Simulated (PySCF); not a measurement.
AlF4, SMILES [F][Al-]([F])([F])[F], charge -1. Geometry: PBE-D3(BJ)/def2-SVPD. The isomer is the one that the SMILES or the coordinates give; other isomers of the formula were not compared.

Task: Give the equilibrium geometry at PBE-D3(BJ)/def2-SVPD (PySCF confirms it by a frequency run) as a Z-matrix, and its point group. (Estimate from the structure and the level; the computed values follow.)

Result: point group Td.
```
Al
F 1 1.7300
F 1 1.7300 2 109.47
F 1 1.7300 2 109.47 3 120.00
F 1 1.7300 2 109.47 3 -120.00
```
Charge -1, spin multiplicity 1.
